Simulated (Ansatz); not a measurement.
C₂H₇NSn (`C[CH2][Sn][NH2]`) at its PBE0-D4/def2-TZVP geometry, where that method's forces vanish. Total charge 0; spin multiplicity 1. Sn: def2 effective core potential.

```xyz
11

C    -1.2893   -0.3137   -0.6205
C    -0.2752    0.8262   -0.6062
Sn    1.7951    0.0701   -0.6692
N     1.7616   -0.4469    1.2783
H    -1.1612   -0.9796    0.2378
H    -2.3218    0.0511   -0.5954
H    -1.1962   -0.9319   -1.5197
H    -0.3848    1.4317    0.2999
H    -0.4359    1.4934   -1.4581
H     0.9834   -0.2941    1.9028
H     2.5242   -0.9064    1.7503
```

(1) What forces (eV/Å) does ωB97M-V/def2-TZVPP give on these atoms in Ansatz? (Estimate.)

Answers

(1) Ansatz gave: 
```
C1  -0.184 -0.161  0.002
C2   0.241  0.163 -0.001
Sn3 -0.115  0.021  0.047
N4  -0.010  0.009 -0.031
H5  -0.003  0.048 -0.060
H6   0.089 -0.038 -0.001
H7  -0.002  0.043  0.063
H8  -0.009 -0.045 -0.066
H9  -0.007 -0.047  0.069
H10  0.041 -0.009 -0.020
H11 -0.041  0.016 -0.002
```
